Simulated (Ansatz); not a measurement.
C2H8OSi2 can be A, `CC[Si]O[SiH3]`, or B, `C1C[SiH2][SiH2]O1`.

Program: Ansatz. Geometries: PBE0-D4/def2-TZVP. ΔE: electronic, gas phase. CBS: MP2 limit from def2 TZ/QZ plus the TZ coupled-cluster correction, frozen cores. DFT in def2-TZVPP. B3LYP here is the variant with VWN-RPA as its local correlation; programs differ in this. Each species was taken in one conformer, which may not be the lowest.

Q: Which is lower in electronic energy at CCSD(T)/CBS, and by how much? (Estimate.)

A: The calculation gave: A, by 10.3 kcal/mol.

Q: Give E(B) − E(A) in kcal/mol with LDA (SPW92), PBE0-D4, B2PLYP, PBE-D4, BLYP-D4, B3LYP-D4, HF/def2-TZVPP. (Best estimate.)

A: Computed: LDA (SPW92) 0.9, PBE0-D4 4.3, B2PLYP 11.4, PBE-D4 5.0, BLYP-D4 13.2, B3LYP-D4 11.8, HF/def2-TZVPP 13.9. None reverses the order clearly.

Q: Does the order hold for the free energy at 298.15 K (harmonic terms from PBE0-D4)? (Estimate.)

A: The calculation gave: Yes: G(B) − G(A) = +12.9 kcal/mol, for one conformer each. Modes under 60 cm⁻¹, often nearly free rotors, make the harmonic entropy too high.

Largest T1 diagnostic: 0.013.

From BLYP to BHLYP (50 % exact exchange), in def2-TZVPP and without D4, E(B) − E(A) moves by −1.9 kcal/mol. Leaving LDA and LC-ωPBE aside and taking each functional with its dispersion term where it has one, the values, not all of them listed here, spread over 8.9 kcal/mol, from HSE06-D4 to BLYP-D4. LDA lies −4.2 kcal/mol from PBE without D4.
